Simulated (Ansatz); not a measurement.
Computed with Ansatz on PBE0-D4/def2-TZVP structures; ΔE is electronic, products minus reactants. CBS: MP2 limit from def2 TZ/QZ plus the TZ coupled-cluster correction, frozen cores. This one scheme is used for every species. DFT in def2-TZVPP. For Se outer-core shells are correlated without core-valence functions, which leaves a few kJ/mol of doubt a bond. Scalar relativity is left out up to krypton. Each species was taken in one conformer, which may not be the lowest.

Consider the ligand exchange at the Al–Se bond: `C[Se][Al]([Cl])[Cl]` + CH₃SH → `C[S][Al]([Cl])[Cl]` + `C[SeH]`.

`C[Se][Al]([Cl])[Cl]`:

Z-matrix (Å, degrees):
```
C
Se 1 1.966
H 1 1.088 2 106.5
H 1 1.087 2 110.8 3 -119.6
H 1 1.087 2 109.0 3 118.9
Al 2 2.281 1 99.5 3 145.6
Cl 6 2.088 2 121.3 1 -2.6
Cl 6 2.081 2 119.5 1 178.1
```

CH₃SH:

```xyz
6

C    -0.471   -0.012    0.141
S     0.895   -0.179   -1.030
H    -0.376   -0.713    0.969
H    -1.377   -0.252   -0.415
H    -0.553    1.008    0.516
H     1.882    0.147   -0.180
```

`C[S][Al]([Cl])[Cl]`:

Z-matrix (Å, degrees):
```
C
S 1 1.824
H 1 1.089 2 108.7
H 1 1.089 2 107.7 3 118.6
H 1 1.088 2 112.0 3 -121.1
Al 2 2.148 1 103.2 3 111.4
Cl 6 2.086 2 121.6 1 1.4
Cl 6 2.078 2 119.1 1 -179.0
```

`C[SeH]`:

Cartesian coordinates in Å:
```
C 0.315 -0.445 -0.033
Se -1.147 0.729 -0.567
H 1.271 0.065 -0.133
H 0.285 -1.291 -0.717
H 0.169 -0.799 0.985
H -0.893 1.742 0.465
```

```csv
species,BLYP-D4 energy (Eh)
`C[Se][Al]([Cl])[Cl]`,-3604.56226
CH₃SH,-438.70464
`C[S][Al]([Cl])[Cl]`,-1601.17300
`C[SeH]`,-2442.09109
```

Work out ΔE.

ΔE = (-1601.17300) + (-2442.09109) − (-3604.56226) − (-438.70464) = 0.00281 Eh = +1.8 kcal/mol. CCSD(T)/CBS gives +2.5 kcal/mol.

Largest T1 diagnostic among the species: 0.009.

Leaving LDA and LC-ωPBE aside and taking each functional with its dispersion term where it has one, the values, not all of them listed here, spread over 1.6 kcal/mol, from B97M-V to BHLYP-D4.
